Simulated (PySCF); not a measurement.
CH$_{2}$O$_{2}$, charge -1, doublet, geometry from GFN2-xTB (a state made from the parent by changing its charge; the spin is typed, not shown lowest) (in this run its highest filled SCF level lies above zero, so its values depend strongly on the basis, on diffuse functions most of all), atoms displaced at random by about 0.03 Å a coordinate; B3LYP/cc-pVDZ, gradient (PySCF).

Input for PySCF:
```python
from pyscf import gto, scf, dft

mol = gto.Mole()
mol.atom = '''
    O     0.871621   -0.732210   -0.042750
    C    -0.446741   -0.198593    0.201746
    O    -0.569968    1.029054   -0.054982
    H     1.495411    0.034338   -0.228256
    H    -1.209637   -0.942827   -0.201661
'''
mol.basis = 'cc-pvdz'
mol.charge = -1
mol.spin = 1
mol.verbose = 4
mol.build()

mf = dft.UKS(mol)
mf.xc = 'b3lyp'
mf.grids.level = 5
mf.kernel()
g = mf.nuc_grad_method()
g.grid_response = False
grad = g.kernel()
```

Problem. What does PySCF print? Leave out banner, timings and long lists.

Solution. 
```
PySCF version 2.14.0

[INPUT] verbose = 4
[INPUT] num. atoms = 5
[INPUT] num. electrons = 25
[INPUT] charge = -1
[INPUT] spin (= nelec alpha-beta = 2S) = 1
[INPUT] symmetry False subgroup None
[INPUT] Mole.unit = angstrom
[INPUT] Symbol           X                Y                Z      unit          X                Y                Z       unit  Magmom
[INPUT]  1 O      0.871621000000  -0.732210000000  -0.042750000000 AA    1.647124974420  -1.383676365668  -0.080785791825 Bohr   0.0
[INPUT]  2 C     -0.446741000000  -0.198593000000   0.201746000000 AA   -0.844218138614  -0.375286380256   0.381244686727 Bohr   0.0
[INPUT]  3 O     -0.569968000000   1.029054000000  -0.054982000000 AA   -1.077083419766   1.944630227388  -0.103900921781 Bohr   0.0
[INPUT]  4 H      1.495411000000   0.034338000000  -0.228256000000 AA    2.825917233662   0.064889415665  -0.431341326289 Bohr   0.0
[INPUT]  5 H     -1.209637000000  -0.942827000000  -0.201661000000 AA   -2.285882640141  -1.781684812845  -0.381084060006 Bohr   0.0

nuclear repulsion = 67.2981890040507
number of shells = 21
number of NR pGTOs = 92
number of NR cGTOs = 52
basis = cc-pvdz
ecp = {}

******** <class 'pyscf.dft.uks.UKS'> ********
method = UKS
initial guess = minao
damping factor = 0
level_shift factor = 0
DIIS = <class 'pyscf.scf.diis.CDIIS'>
diis_start_cycle = 1
diis_space = 8
diis_damp = 0
SCF conv_tol = 1e-09
SCF conv_tol_grad = None
SCF max_cycles = 50
direct_scf = True
direct_scf_tol = 1e-13
number electrons alpha = 13  beta = 12
XC library pyscf.dft.libxc version 7.1.2
    S. Lehtola, C. Steigemann, M. J. T. Oliveira, and M. A. L. Marques,  SoftwareX 7, 1–5 (2018)
XC functionals = b3lyp
    P. J. Stephens, F. J. Devlin, C. F. Chabalowski, and M. J. Frisch,  J. Phys. Chem. 98, 11623 (1994)
radial grids:
    Treutler-Ahlrichs [JCP 102, 346 (1995); DOI:10.1063/1.469408] (M4) radial grids

becke partition: Becke, JCP 88, 2547 (1988); DOI:10.1063/1.454033
pruning grids: <function nwchem_prune>
grids dens level: 5
symmetrized grids: False
atomic radii adjust function: <function treutler_atomic_radii_adjust>
small_rho_cutoff = 0
Set gradient conv threshold to 3.16228e-05
tot grids = 176016
init E= -189.886562609375

cycle= 1 E= -189.473683442464  delta_E= 0.413  |g|= 0.743  |ddm|= 1.63
cycle= 2 E= -188.623476991424  delta_E= 0.85  |g|= 1.53  |ddm|= 4.63
cycle= 3 E= -189.641349011126  delta_E= -1.02  |g|= 0.355  |ddm|=  4.1
cycle= 4 E= -189.689643523711  delta_E= -0.0483  |g|=  0.1  |ddm|= 0.341
cycle= 5 E= -189.693361316774  delta_E= -0.00372  |g|= 0.0172  |ddm|= 0.0852
cycle= 6 E= -189.693495970401  delta_E= -0.000135  |g|= 0.00863  |ddm|= 0.0254
cycle= 7 E= -189.693541256581  delta_E= -4.53e-05  |g|= 0.00282  |ddm|= 0.0191
cycle= 8 E= -189.693548115205  delta_E= -6.86e-06  |g|= 0.000575  |ddm|= 0.00601
cycle= 9 E= -189.693548471857  delta_E= -3.57e-07  |g|= 0.000179  |ddm|= 0.00153
cycle= 10 E= -189.693548498108  delta_E= -2.63e-08  |g|= 3.33e-05  |ddm|= 0.000369
cycle= 11 E= -189.693548499587  delta_E= -1.48e-09  |g|= 8.94e-06  |ddm|= 0.000156
cycle= 12 E= -189.693548499662  delta_E= -7.45e-11  |g|= 1.96e-06  |ddm|= 3.59e-05
Extra cycle  E= -189.693548499664  delta_E= -2.73e-12  |g|= 2.14e-06  |ddm|= 1.03e-05
converged SCF energy = -189.693548499664  <S^2> = 0.75293777  2S+1 = 2.0029356

******** <class 'pyscf.grad.uks.Gradients'> for <class 'pyscf.dft.uks.UKS'> ********
unit = Eh/Bohr
grid_response = False
--------------- UKS gradients ---------------
         x                y                z
0 O    -0.0336703478     0.0119548191     0.0043230132
1 C    -0.0056823969    -0.0056334314    -0.0140446105
2 O     0.0096559943    -0.0272457723     0.0038818886
3 H     0.0273848098     0.0115806157    -0.0028537509
4 H     0.0023098609     0.0093433883     0.0086942875
----------------------------------------------
```
